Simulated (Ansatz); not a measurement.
Molecule: sum formula CuOH, net charge 1, doublet state. The spin state was set by rule; other spins were not relaxed. 
Structure (B3LYP-D3(BJ)/def2-TZVP (Ansatz, an electronic-structure program) minimum search):
```
O
H 1 0.9797
Cu 1 1.8122 2 124.06
```
Charge +1, spin multiplicity 2.

Basis-set convergence of Hartree-Fock and CCSD(T) correlation energies (hartree) with Ansatz. Correlated levels leave the core frozen unless marked. Open shells are spin-unrestricted. No spin-orbit coupling. Frozen are the shells of the preceding noble gas and the d and f shells that filled before the atom's block. No relativistic terms.

```tsv
basis	functions	E(HF)	E(corr, CCSD(T))
def2-SVP	50	-1713.80634	-0.43528
def2-TZVPP	109	-1714.12941	-0.64898
def2-QZVPP	187	-1714.17386	-0.69315
```

Extrapolating the two largest sets (X = 3 and 4) as X^-3: E(corr) = (64·(-0.69315) - 27·(-0.64898))/37 = -0.7254 Eh, an estimate of the basis-set limit. The largest set recovers 95.6 % of it, the smallest 60.0 %.
